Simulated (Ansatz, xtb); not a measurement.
The molecule CuTe, multiplicity 2 (lowest of 2S+1 = 2, 4 at PBE0/def2-TZVPP; our sources give no spin for the ground state, which may be another). No spin–orbit coupling. Cu is treated without relativity.

Seven points along R, fitted to fifth degree in 1/R; most abundant isotopes. Runs in def2 and cc sets follow the lowest solution found near the PBE0 minimum.

Correlated levels freeze the inner cores; with def2 sets outer-core shells near the valence are correlated too.

Programs: Ansatz (a first-principles code); xtb for the GFN methods. Each number belongs to the level named beside it. In def2 rows elements past Kr take small-core potentials, without spin–orbit coupling. The GFN methods have no spin term and hold the electronic entropy of 300 K.

### Question
What bond length and harmonic frequency does GFN1-xTB give?

### Answer
r_e = 2.348 Å, ω_e = 319 cm⁻¹.

### Question
What bond length and harmonic frequency does B97M-V/def2-TZVPP give?

### Answer
r_e = 2.385 Å, ω_e = 245 cm⁻¹.

### Question
What bond length and harmonic frequency does CCSD(T)/def2-QZVPP give?

### Answer
r_e = 2.377 Å, ω_e = 243 cm⁻¹.
